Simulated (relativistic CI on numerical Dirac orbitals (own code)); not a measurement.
# Line list: Electric-dipole lines, Ni¹⁴⁺

These numbers are calculated, not measured: Dirac-Coulomb-Breit CI, orbitals from a KLI potential per configuration, model QED (radiative potential, 1s self-energy scaled to tabulated hydrogen-like ionisation energies), unscaled Slater integrals (own radial code, finite nucleus).

Configuration list (outside the closed core [Ne]): 3s²3p², 3s3p³, 3s²3p3d, 3p⁴, 3s3p²3d, 3p³3d, 3s3p3d², 3s²3p4s, 3s²3d4p, 3p³4s, 3s²3p4p, 3p³4p, 3s3p3d4s, 3s²3p4d, 3s3p²4s, 3s²3p4f, 3s3p²4p, 3p²3d4p, 3s3p²4d, 3s3p²4f, 3s²3p5s, 3s²3p5p, 3s²4s4p, 3s²3p5d, 3s²3p5f, 3s²3p5g, 3s3p4s², 3s3p²5s, 3s²3d², 3s3d³, 3p²3d², 3p3d³, 3p3d²4s, 3p3d²4p, 3p3d²4d, 3s²3d4s, 3s3d²4s, 3s3p3d4p, 3s3d²4p, 3s3d4s4p, 3s3d4p², 3s3d4p4d, 3p²3d4s, 3p3d4s², 3p3d4s4p, 3p3d4s4d, 3s²4s², 3s3d4s², 3s²4p², 3s3p4s4p, 3s4s²4p, 3s4s4p², 3s4s4p4d. Double excitations out of closed p, d and f shells are left out; levels of such configurations are missing from the list, as are those of other unlisted configurations, and high levels can miss mixing partners. These lack a partner that the ground configuration has and come out too high: 3s3p²4d, 3s3p²4f, 3s3p²5s, 3s²3p4f, 3s²3p5s.

| λ vac (Å) | Lower | Upper | A (s⁻¹) | gf | Branching (%) |
| --- | --- | --- | --- | --- | --- |
| 49.071 | 3s²3p² ³P0 [1] | 3s²3p4d ³D°1 [385] | 5.04e+11 | 5.45e-01 | 70.8 |
| 49.109 | 3s²3p² ³P2 [3] | 3s²3p4d ³D°3 [396] | 2.31e+11 | 5.85e-01 | 58.1 |
| 49.407 | 3s²3p² ³P1 [2] | 3s²3p4d ³D°2 [387] | 4.67e+11 | 8.55e-01 | 90.6 |
| 49.644 | 3s²3p² ³P2 [3] | 3s²3p4d ³D°3 [389] | 4.76e+11 | 1.23e+00 | 93.1 |
| 49.708 | 3s²3p² ¹D2 [4] | 3s²3p4d ¹F°3 [400] | 7.39e+11 | 1.92e+00 | 92.3 |
| 169.97 | 3s3p³ ³D°3 [9] | 3s3p²3d ³F4 [66] | 6.19e+10 | 2.41e+00 | 94.3 |
| 170.77 | 3s²3p² ¹D2 [4] | 3s²3p3d ¹F°3 [26] | 8.01e+10 | 2.45e+00 | 92.4 |
| 172.32 | 3s3p³ ³D°2 [8] | 3s3p²3d ³F3 [61] | 3.74e+10 | 1.17e+00 | 61.1 |
| 173.84 | 3s²3p² ³P1 [2] | 3s²3p3d ³D°1 [23] | 4.81e+10 | 6.54e-01 | 64.9 |
| 174.48 | 3s²3p² ³P0 [1] | 3s²3p3d ³P°1 [20] | 6.10e+10 | 8.35e-01 | 86.8 |
| 175.52 | 3s3p³ ⁵S°2 [6] | 3s3p²3d ⁵P1 [48] | 7.03e+10 | 9.73e-01 | 99.6 |
| 176.21 | 3s²3p² ³P1 [2] | 3s²3p3d ¹D°2 [21] | 2.49e+10 | 5.79e-01 | 33.6 |
| 176.43 | 3s3p³ ⁵S°2 [6] | 3s3p²3d ⁵P2 [46] | 6.78e+10 | 1.58e+00 | 98.9 |
| 176.56 | 3s²3p² ³P2 [3] | 3s²3p3d ³D°2 [25] | 3.83e+10 | 8.96e-01 | 50.5 |
| 176.84 | 3s²3p² ³P2 [3] | 3s²3p3d ³D°3 [24] | 7.64e+10 | 2.51e+00 | 94.4 |
| 178.00 | 3s3p³ ⁵S°2 [6] | 3s3p²3d ⁵P3 [45] | 6.60e+10 | 2.19e+00 | 99.2 |
| 179.03 | 3s3p³ ³S°1 [14] | 3s3p²3d ³P2 [84] | 6.58e+10 | 1.58e+00 | 45.6 |
| 179.82 | 3s3p²3d ⁵F5 [36] | 3s3p3d² ⁵F°5 [142] | 5.44e+10 | 2.90e+00 | 73.9 |
| 181.05 | 3s²3p² ¹S0 [5] | 3s²3p3d ¹P°1 [27] | 6.87e+10 | 1.01e+00 | 98.5 |
| 182.34 | 3s²3p² ³P1 [2] | 3s²3p3d ³P°2 [19] | 2.76e+10 | 6.87e-01 | 44.1 |
| 184.11 | 3s3p³ ³D°3 [9] | 3s3p²3d ³D3 [57] | 3.81e+10 | 1.36e+00 | 77.6 |
| 186.66 | 3s²3p² ³P2 [3] | 3s²3p3d ³P°2 [19] | 2.25e+10 | 5.87e-01 | 36.0 |
| 193.04 | 3s²3p² ¹D2 [4] | 3s²3p3d ¹D°2 [21] | 4.55e+10 | 1.27e+00 | 61.4 |
| 193.26 | 3s²3p3d ³D°3 [24] | 3s²3d² ³F4 [90] | 6.80e+10 | 3.43e+00 | 65.0 |
| 201.62 | 3s²3p3d ¹F°3 [26] | 3s²3d² ¹G4 [94] | 6.86e+10 | 3.76e+00 | 98.2 |
| 217.85 | 3s²3p² ³P2 [3] | 3s3p³ ³S°1 [14] | 4.25e+10 | 9.07e-01 | 58.2 |
| 220.30 | 3s²3p² ¹D2 [4] | 3s3p³ ¹P°1 [17] | 3.82e+10 | 8.33e-01 | 70.0 |
| 221.06 | 3s²3p3d ³F°4 [18] | 3s3p²3d ³F4 [76] | 3.24e+10 | 2.14e+00 | 47.7 |
| 221.50 | 3s²3p3d ³F°4 [18] | 3s3p²3d ³D3 [75] | 3.31e+10 | 1.70e+00 | 55.6 |
| 232.30 | 3s²3p3d ¹F°3 [26] | 3s3p²3d ¹F3 [87] | 3.67e+10 | 2.08e+00 | 26.8 |

Terms are leading LS components. Brackets give the number of a level in order of energy, since labels repeat. The list gives strong lines, with weight on those to low levels, without lines whose two gauges differ by over a factor of 2.5, among the lowest 400 of 2808 levels, so that lines to higher ones, which can be the strongest, are missing. Levels whose partners in the same complex of configurations lie outside the list can be far off, and so can their lines. Rates are taken at the computed energies, electric ones in the length gauge.

At this charge energies of transitions that change n are usually good to better than 1 %, and those within a shell (Δn = 0) to a few per cent.

LS names give the leading component of a level, which can be under half, so a name can repeat, a term be missing and a line seem to break the LS rules.
